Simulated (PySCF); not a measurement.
**V: ionisation energy**

V [Ar] 3d3 4s2 (4F) → V⁺ [Ar] 3d4 (5D), as a difference of total energies. All numbers are calculated (PySCF 2.14, scalar relativity by spin-free X2C-1e, in ANO-RCC-VTZP). Correlated levels: valence: [Ar] frozen; valence and next inner shell: [Ne] frozen. The calculations carry no spin-orbit coupling.

```csv
method,ionisation energy (eV),error (eV)
UHF,6.186,-0.546
LDA,6.523,-0.209
PBE,6.414,-0.318
PBE0,6.374,-0.358
r2SCAN,6.454,-0.278
B2PLYP,6.746,+0.014
M06-2X,7.110,+0.378
BLYP,6.755,+0.023
MP2 (valence),6.507,-0.225
SCS-MP2 (valence),7.018,+0.286
MP2 (valence and next inner shell),6.288,-0.444
SCS-MP2 (valence and next inner shell),6.739,+0.007
```

Reference: 6.732 eV (measured; NIST levels, between the centres of gravity of the two terms).

Errors of the correlated levels include the incompleteness of this basis and the frozen core.
